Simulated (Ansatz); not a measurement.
Molecule: PbI2, charge 0, multiplicity 1. 
Structure (B3LYP-D3(BJ)/def2-TZVP (Ansatz, a program for electronic structure) minimum search):
SMILES: [Pb]([I])[I]
```xyz
3

Pb    -0.0030    -0.0135     1.0149
I      1.1203    -1.8760    -0.8069
I     -1.1156     1.8970    -0.7633
```
Charge 0, spin multiplicity 1.

Basis-set convergence of Hartree-Fock and MP2 correlation energies (hartree) with Ansatz. Cores are frozen in the correlated levels unless marked. Spin-orbit coupling is left out. The frozen core is the preceding noble-gas configuration, with the filled d and f shells of earlier blocks. Past Kr the def2 sets carry scalar-relativistic core potentials.

| basis | functions | E(HF) | E(corr, MP2) |
|---|---|---|---|
| def2-SVP | 78 | -785.26161 | -0.24624 |
| def2-TZVPP | 150 | -785.28638 | -0.33946 |
| def2-QZVPP | 246 | -785.28992 | -0.38602 |

Extrapolating the two largest sets (X = 3 and 4) as X^-3: E(corr) = (64·(-0.38602) - 27·(-0.33946))/37 = -0.4200 Eh, an estimate of the basis-set limit. The largest set recovers 91.9 % of it, the smallest 58.6 %.
